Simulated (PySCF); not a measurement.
Compound: C4H9F3N2Si.
Numbering: `[F:1][C:2]([F:3])([F:4])[CH2:5][N:6]1[CH2:7][CH2:8][NH:9][SiH2:10]1`

NICS = −σ at a ghost point: NICS(0) at the centroid of the ring atoms, NICS(1) 1 Å to either side along the normal of their mean plane, zz for the tensor component along that normal. Level: GIAO PBE0/pcSseg-1 (PySCF, non-relativistic, gas phase) on the GFN2-xTB geometry, one conformer.

Ring bond lengths (Å), with Mayer bond orders in brackets: N6–C7 1.447 (0.92), C7–C8 1.527 (1.04), C8–N9 1.448 (0.96), N9–Si10 1.716 (1.01), Si10–N6 1.730 (0.90).

**Question.** What do the NICS probes read (ppm)?

**Answer.** 
| ring | type | NICS(0) | NICS(1), two faces | NICS(1)zz, two faces | rms pucker (Å) | centre to ring atoms, mean (Å) |
| --- | --- | --- | --- | --- | --- | --- |
| N6–C7–C8–N9–Si10 | 5-membered ring with 2 N and Si; formal bonds all single | -7.6 | -2.5 / -2.9 | -3.0 / -2.4 | 0.15 | 1.32 |

**Question.** What do they say, and how far can they be read as aromaticity?

**Answer.** 
- N6–C7–C8–N9–Si10: mean NICS(1)zz -2.7 ppm, near zero. C7, C8, Si10 have four or more neighbours, and the NICS criterion for π rings isn't applied.

**Question.** List the ring angles and the Hirshfeld charges of the ring atoms.

**Answer.** 
- N6–C7–C8–N9–Si10: N6 112.0° (-0.179 e), C7 105.8° (-0.032 e), C8 105.6° (-0.024 e), N9 112.7° (-0.252 e), Si10 91.6° (+0.388 e); sum 527.7° against 540° for a flat convex ring.

Hardware: one thread, Intel Xeon Platinum 8488C (x86_64), no GPU, shared host with 192 logical CPUs at a one-minute load of 63. Cost: 57 s of wall time (with the writing of density and orbital grids), 1.1 GiB resident at most. This is the whole shielding run at PBE0/pcSseg-1, SCF included.
